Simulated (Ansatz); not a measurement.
Program: Ansatz. Geometries: PBE0-D4/def2-TZVP. ΔE: electronic, gas phase. CBS: MP2 limit from def2 TZ/QZ plus the TZ coupled-cluster correction, frozen cores. This one scheme is used for every species. DFT in def2-TZVPP. HSE06 is defined as in plane-wave codes. def2 core potentials past Kr. For Br, In outer-core shells are correlated without core-valence functions, which leaves a few kJ/mol of doubt a bond. Scalar relativity is left out up to krypton. Each species was taken in one conformer, which may not be the lowest.

Reaction (ligand exchange at the In–Br bond): `[NH2][In]([F])[Br]` + H–F → `[NH2][In]([F])[F]` + HBr

CCSD(T)/CBS gives +0.88 eV.

Question: Another level gave +0.78 eV. Which?
A. PBE-D4/def2-TZVPP
B. HSE06-D4/def2-TZVPP
C. CCSD(T)/def2-TZVPP
D. CAM-B3LYP/def2-TZVPP

Answer: A. PBE-D4 0.78, CAM-B3LYP 0.73, HSE06-D4 0.89, CCSD(T)/def2-TZVPP 0.85 eV.

Question: What do rigid-rotor, harmonic-oscillator terms from PBE0-D4/def2-TZVP frequencies (298.15 K, 1 bar) make of the CCSD(T)/CBS value? (Best estimate.)

Answer: Computed: ΔZPE = -0.06 eV, ΔH = +0.80 eV, ΔS = 3 J/(mol·K), ΔG = +0.79 eV.

Largest T1 diagnostic among the species: 0.016.

At CCSD(T), def2-SVP lies −0.15 eV from the extrapolated value and def2-TZVPP −0.03 eV. Leaving LDA and LC-ωPBE aside and taking each functional with its dispersion term where it has one, the values, not all of them listed here, spread over 0.22 eV, from BLYP-D4 to PBE-QIDH. LDA lies +0.07 eV from PBE without D4.
